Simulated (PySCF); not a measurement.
# Distorted geometries of [Ho(H2O)2]3+

[Ho(H2O)2]3+ (singlet in the valence; each metal's 4f electrons, 10 of them, lie in its core potential, out of spins and levels). PySCF 2.14.0, RKS PBE0, Ho lcecp-1-SVP with ECP56, O def2-SVP, H def2-SVP; non-relativistic Hamiltonian with scalar-relativistic core potentials where named; density fitting; no spin-orbit coupling. Relaxed geometry:

```xyz
7

Ho   -0.8711   -0.7204   -0.0238
O     0.1168    0.0493    1.7762
H     0.8884    0.6723    1.8452
H    -0.0999   -0.1396    2.7291
O     0.1779    0.1031   -1.7709
H     0.9520   -0.2756   -2.2684
H    -0.0315    0.9272   -2.2874
```

Q: Order these distorted geometries by energy above the relaxed one, lowest first.
A.
```xyz
7

Ho   -0.8628   -0.7208   -0.0122
O     0.1040    0.0024    1.7367
H     0.9124    0.6758    1.8327
H    -0.1320   -0.1269    2.7221
O     0.2007    0.1155   -1.7632
H     0.9783   -0.2619   -2.2411
H    -0.0681    0.9322   -2.2750
```
B.
```xyz
7

Ho   -0.7702   -0.9710   -0.1644
O     0.1017    0.0721    1.8772
H     0.7202    0.6843    1.5588
H    -0.2730    0.0907    3.0561
O     0.2392    0.0100   -1.7034
H     1.1036   -0.2532   -2.1439
H     0.0111    0.9833   -2.4805
```
C.
```xyz
7

Ho   -1.0683   -0.8893   -0.0705
O     0.1274   -0.0959    1.7146
H     1.1463    0.7528    2.1784
H    -0.1363   -0.2865    2.6637
O     0.3844    0.2934   -1.8180
H     0.7792   -0.0735   -2.3213
H    -0.1002    0.9154   -2.3468
```

A: A (0.12 eV), B (2.43 eV), C (5.17 eV).

Q: Which forces (eV/Å) act in the one that lies 2.43 eV up?

A: 
```
Ho  -0.09  0.11  2.44
O   -4.84 -3.54  2.46
H    2.28  2.55  0.63
H    2.08  0.44 -4.70
O    0.23  3.83 -4.01
H   -0.24 -0.03  0.29
H    0.58 -3.37  2.89
```
Forces carry noise of the integration grid, about 0.01 to 0.03 eV/Å.

A frequency check found unstable modes (1, the lowest at -14 cm⁻¹), so the relaxed geometry is a saddle point, or these are noise. An lcecp potential fixes the number of 4f electrons, so in runs with it no electron can move into or out of that shell.
